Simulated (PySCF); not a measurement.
3-methylbenzoyl chloride, C8H7ClO.
Numbering: `[CH3:1][c:2]1[cH:3][cH:4][cH:5][c:6]([C:7](=[O:8])[Cl:9])[cH:10]1`

Geometry (PBE0-D3(BJ)/def2-SVP, Å), atoms numbered from 1 in this order:
```xyz
17
C8H7ClO angstrom
C      0.250   -0.741    0.093
C      1.522    0.027    0.301
C      1.506    1.406    0.552
C      2.688    2.125    0.716
C      3.919    1.484    0.637
C      3.955    0.108    0.391
C      5.210   -0.675    0.292
O      5.283   -1.842    0.086
Cl     6.713    0.277    0.512
C      2.762   -0.608    0.226
H     -0.592   -0.279    0.628
H     -0.017   -0.773   -0.977
H      0.347   -1.781    0.436
H      0.545    1.925    0.621
H      2.648    3.199    0.912
H      4.850    2.037    0.766
H      2.824   -1.682    0.039
```

Probes without a nucleus sit at each ring's centroid and 1 Å off its mean plane on both sides; NICS is minus the shielding there, NICSzz its component along the normal. Level: GIAO PBE0/pcSseg-1 (PySCF, non-relativistic, gas phase) on the PBE0-D3(BJ)/def2-SVP geometry, one conformer.

Ring bond lengths (Å), with Mayer bond orders in brackets: C2–C3 1.402 (1.39), C3–C4 1.393 (1.44), C4–C5 1.391 (1.44), C5–C6 1.398 (1.36), C6–C10 1.402 (1.37), C10–C2 1.395 (1.40).

Q: Give the NICS values of each ring in ppm.

A: 
```
              ring                                              type  NICS(0)  NICS(1), two faces  NICS(1)zz, two faces  rms pucker (Å)  centre to ring atoms, mean (Å)
C2–C3–C4–C5–C6–C10  6-membered carbocycle; formal bonds all aromatic     -8.6       -11.2 / -11.1         -26.8 / -26.5            0.00                            1.40
```

Q: What can be read from them?

A: 
- C2–C3–C4–C5–C6–C10: mean NICS(1)zz -26.7 ppm, shielded, aromatic by this magnetic criterion (flat ring, no four-coordinate atom).

Q: What does the geometric index give? HOMA = 1 − mean of α(R − Ropt)² over the ring bonds, with Krygowski's 1993 parameters (CC: Ropt 1.388 Å, α 257.7 Å⁻²).

A: 
- C2–C3–C4–C5–C6–C10: HOMA 0.98 = 1 − EN − GEO, with mean bond length 1.397 Å, EN = α(Ropt − mean)² = 0.020 and GEO = α × variance = 0.004. The geometric and the magnetic index point the same way.

Q: What is the mean of the two in-plane components of NICS at the first NICS(1) probe listed for ring C2–C3–C4–C5–C6–C10, 1 Å off the ring?

A: The isotropic value is a third of the trace: (3 × -11.2 − (-26.8))/2 = -3.4 ppm.

Q: List the ring angles and the Hirshfeld charges of the ring atoms.

A: 
- C2–C3–C4–C5–C6–C10: C2 117.9° (+0.016 e), C3 121.3° (-0.034 e), C4 120.4° (-0.042 e), C5 119.1° (-0.045 e), C6 120.1° (-0.025 e), C10 121.2° (-0.037 e); sum 720.0° against 720° for a flat convex ring.

Q: How do the values depend on the level or the medium?

A: 
```json
{"level": "PBE0/pcSseg-1, gas", "NICS(0), C2–C3–C4–C5–C6–C10": "-8.6", "mean NICS(1)zz, C2–C3–C4–C5–C6–C10": "-26.7"}
{"level": "mPW1PW91/pcSseg-1, gas", "NICS(0), C2–C3–C4–C5–C6–C10": "-8.6", "mean NICS(1)zz, C2–C3–C4–C5–C6–C10": "-26.6"}
{"level": "PBE0/pcSseg-1, IEF-PCM benzene", "NICS(0), C2–C3–C4–C5–C6–C10": "-8.4", "mean NICS(1)zz, C2–C3–C4–C5–C6–C10": "-26.6"}
{"level": "PBE0/pcSseg-1, IEF-PCM water", "NICS(0), C2–C3–C4–C5–C6–C10": "-8.3", "mean NICS(1)zz, C2–C3–C4–C5–C6–C10": "-26.4"}
```

The geometry is the same throughout; the continuum's cavity takes Bondi-type radii × 1.2.
